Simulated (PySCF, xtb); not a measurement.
Se(SiH3)2 (H6SeSi2), SMILES [SiH3][Se][SiH3].

Harmonic wavenumbers (cm⁻¹) from GFN2-xTB (xtb 6.7.1) at its own minimum, in rising order: 55, 66, 95, 357, 364, 506, 515, 524, 545, 739, 744, 748, 754, 767, 784, 2279, 2284, 2291, 2292, 2342, 2351.

### Question
What does PySCF with PBE0-D3(BJ)/def2-SVP give at its own minimum? (The exact figures need the calculation; the answer reports its results.)

### Answer
64, 87, 112, 397, 402, 565, 594, 600, 636, 883, 921, 922, 922, 943, 956, 2226, 2232, 2234, 2237, 2257, 2258. Paired by order, the mean absolute difference is 87 cm⁻¹ and the zero-point energies are 30.6 and 32.1 kcal/mol.
